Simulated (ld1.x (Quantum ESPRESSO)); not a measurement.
## An odd input for ld1.x (Quantum ESPRESSO) 7.5 (zinc (Zn))

Command:

```bash
ld1.x < Zn.in > Zn.out
```

Input:

```
&input
   title='Zn', zed=30., rel=1, dft='PBESOL', iswitch=3, latt=1,
   config='[Ar] 3d10 4s1.5 4p0.5',
   nld=3, rlderiv=1.55, eminld=-12.0, emaxld=5.0, deld=0.04
 /
 &inputp
   pseudotype=1, tm=.true., lloc=2,
   nlcc=.false.,
   file_pseudopw='Zn.pp', file_wfcaegen='ae.wfc', file_wfcncgen='nc.wfc'
 /
3
3S  1  0   2.00   0.00  0.75  0.75  0.0
3P  2  1   6.00   0.00  1.00  1.00  0.0
3D  3  2  10.00   0.00  1.40  1.40  0.0
 &test
   configts(1)='3s2 3p6 3d10 4s1.5 4p0.5'
 /
```

This is an input that runs to its end, with one change: Latter correction switched on.

How does the run end?

The program runs through. The occupied levels of the test differ from the all-electron ones by at most 0.00739 Ry (unchanged input: 0.00820 Ry). All-electron levels move: 3s -9.648 Ry (was -9.563), 3p -6.291 Ry (was -6.206), 3d -0.916 Ry (was -0.833), 4s -0.591 Ry (was -0.497).

```
     eps = 8.0E-15  iter = 55

     Etot =   -3589.152156 Ry,   -1794.576078 Ha,  -48832.902806 eV
     Etotps =  -440.774629 Ry,    -220.387314 Ha,   -5997.044334 eV

     Ekin =     237.993427 Ry,     118.996713 Ha,    3238.065527 eV
     Encl =   -1081.981464 Ry,    -540.990732 Ha,  -14721.107767 eV
     Ehrt =     385.977488 Ry,     192.988744 Ha,    5251.491254 eV
     Ecxc =     -39.984363 Ry,     -19.992181 Ha,    -544.014967 eV
     Epseu=      57.220284 Ry,      28.610142 Ha,     778.521618 eV

     ---------------------- End of pseudopotential test ----------------------
```
